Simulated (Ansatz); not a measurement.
The same path of ClH3Sn + H3P (9 atoms, charge 0, multiplicity 1) was run 3 times with different band settings. Lost on the way: Sn1–Cl2, P6–H9. Made: Sn1–P6, Cl2–H9.

Method: RKS PBE/def2-SVP (Ansatz 0.2.0).

Relaxed end points:

```xyz
9
Properties=species:S:1:pos:R:3
Sn 0.691 -0.130 -0.299
Cl 0.605 -0.070 2.082
H 2.302 0.311 -0.724
H -0.474 1.013 -0.851
H 0.305 -1.746 -0.757
P -3.767 0.299 1.837
H -3.564 -0.278 0.531
H -3.959 -0.997 2.437
H -2.355 0.287 2.126
```

```xyz
9
Properties=species:S:1:pos:R:3
Sn -0.544 -0.233 -0.440
Cl 0.347 -0.246 3.576
H 0.566 1.061 -0.196
H -1.160 -0.188 -2.056
H 0.208 -1.754 -0.138
P -2.424 0.033 1.269
H -3.094 1.096 0.570
H -3.251 -1.002 0.709
H -0.865 -0.080 3.091
```

Common settings: spring 5.0 eV/Å²; optimiser quadratic models (default); start path through a guess of the saddle point; iteration limit 60; end points relaxed.

| run | movable images | climbing image | force threshold |
| --- | --- | --- | --- |
| 1 | 7 | yes | 0.05 eV/Å |
| 2 | 7 | yes | 0.5 eV/Å |
| 3 | 2 | no | 0.05 eV/Å |

(1) What does each run give, and how far can it be trusted?

## Answers

(1) Run 1: converged after 50 iterations, highest image 1.622 eV above the first end. The profile has 2 maxima (images 3, 6) with wells between them (image 5): this band takes more than one step, which may be the mechanism or a detour left from its start path. A structure lower than the first end lies on the path between it and the top, so the climb from that side starts below the end, which may itself be a saddle point or a shallow side well. Neighbouring images differ by up to 1.6 eV, so the band resolves the path poorly. A vibrational analysis at the climbing image gives one clearly imaginary mode, 758i cm⁻¹: a first-order saddle point.
Run 2: converged after 10 iterations, highest image 1.869 eV above the first end. The threshold of 0.5 eV/Å is loose, so the images may lie well off the minimum-energy path. Neighbouring images differ by up to 1.5 eV, so the band resolves the path poorly. The order of the point at the top wasn't checked.
Run 3: converged after 16 iterations, highest image 0.443 eV above the first end. No image climbed, so the highest image needn't sit at the top of the path. A band with more images between the same ends climbed to 1.62 eV, so this one has probably stepped over the top. So few images can step over the top or miss a turn of the path.
The orbitals stay closed-shell, which can raise the energy where a bond breaks towards radicals; this wasn't checked here.
